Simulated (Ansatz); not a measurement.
The same molecule with X = B, Al, Ga, In. Ansatz, PBE0-D4/def2-TZVP geometries, multiplicity 1. Each molecule was computed in one conformer, which needn't be the lowest.

Elements past krypton have def2 core potentials. Scalar relativity is left out up to krypton.

| X | molecule | mean X–F bond length / Å | mean X–S bond length / Å | LUMO energy (PBE0/def2-TZVPP) / eV | HOMO energy (ωB97M-V/def2-TZVPP) / eV | HOMO energy (B3LYP/def2-TZVPP) / eV |
| --- | --- | --- | --- | --- | --- | --- |
| Al | `[F][Al]([F])[SH]` | 1.636 | 2.153 | -1.09 | -10.54 | -8.09 |
| Ga | `[F][Ga]([F])[SH]` | 1.738 | 2.163 | -1.66 | -10.81 | -8.37 |
| In | `[F][In]([F])[SH]` | 1.932 | 2.341 | -2.65 | -10.75 | -8.32 |

Problem. Give the row for X = B, `FB(F)S`. (Estimate.)

Solution. Computed: 
| X | molecule | mean X–F bond length / Å | mean X–S bond length / Å | LUMO energy (PBE0/def2-TZVPP) / eV | HOMO energy (ωB97M-V/def2-TZVPP) / eV | HOMO energy (B3LYP/def2-TZVPP) / eV |
| --- | --- | --- | --- | --- | --- | --- |
| B | `FB(F)S` | 1.318 | 1.800 | 0.13 | -10.63 | -8.18 |

From B to In the mean X–F bond length rises at each step, by 0.614 Å in all; the mean X–S bond length rises at each step, by 0.541 Å in all; the LUMO energy (PBE0/def2-TZVPP) falls at each step, by 2.78 eV in all; the HOMO energy (ωB97M-V/def2-TZVPP) isn't monotonic: highest at Al, lowest at Ga; the HOMO energy (B3LYP/def2-TZVPP) isn't monotonic: highest at Al, lowest at Ga. Bonds lengthen as the atom grows down the group.

B3LYP here is the variant with VWN-RPA as its local correlation; programs differ in this.
